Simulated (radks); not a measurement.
Values are calculated unless marked as measured or tabulated.
Isoelectronic series with 18 electrons, each ion in its NIST ground configuration. Level of theory: scalar-relativistic Kohn-Sham, r2SCAN, spin-polarised, spherical densities, finite nucleus; meta-GGA in the generalised Kohn-Sham scheme; Fermi nuclear charge, rms radius of each element as measured or else 0.836 A^(1/3) + 0.57 fm (a radial shooting solver on a logarithmic mesh with Libxc functionals). Total energies (hartree) and mean radii <r> (bohr):

ion    configuration  E (hartree)      3p      3s      2p
Ar              [Ar]   -529.40910   1.658   1.413  0.3761
K+              [Ar]   -602.12192   1.424   1.271  0.3500
Ca2+            [Ar]   -679.86583   1.257   1.154  0.3273
Ti4+            [Ar]   -850.44616   1.027  0.9759  0.2895
V5+             [Ar]   -943.29425  0.9431  0.9064  0.2736
Cr6+            [Ar]  -1041.19326  0.8725  0.8464  0.2594
Mn7+            [Ar]  -1144.15490  0.8123  0.7939  0.2465
Fe8+            [Ar]  -1252.19243  0.7601  0.7476  0.2349
Co9+            [Ar]  -1365.32021  0.7145  0.7065  0.2242
Ni10+           [Ar]  -1483.55408  0.6741  0.6697  0.2145
Cu11+           [Ar]  -1606.91013  0.6382  0.6366  0.2056
Zn12+           [Ar]  -1735.40663  0.6059  0.6065  0.1973
Ga13+           [Ar]  -1869.06194  0.5769  0.5792  0.1897
Ge14+           [Ar]  -2007.89571  0.5505  0.5542  0.1826
As15+           [Ar]  -2151.92893  0.5264  0.5313  0.1761
Se16+           [Ar]  -2301.18269  0.5044  0.5101  0.1699
Br17+           [Ar]  -2455.67977  0.4841  0.4906  0.1642
Kr18+           [Ar]  -2615.44344  0.4654  0.4724  0.1588
Rb19+           [Ar]  -2780.49825  0.4481  0.4556  0.1538

Estimate the row of Sc3+ ([Ar]).

Answer. E (hartree) -762.63921; 3p 1.129; 3s 1.057; 2p 0.3073.
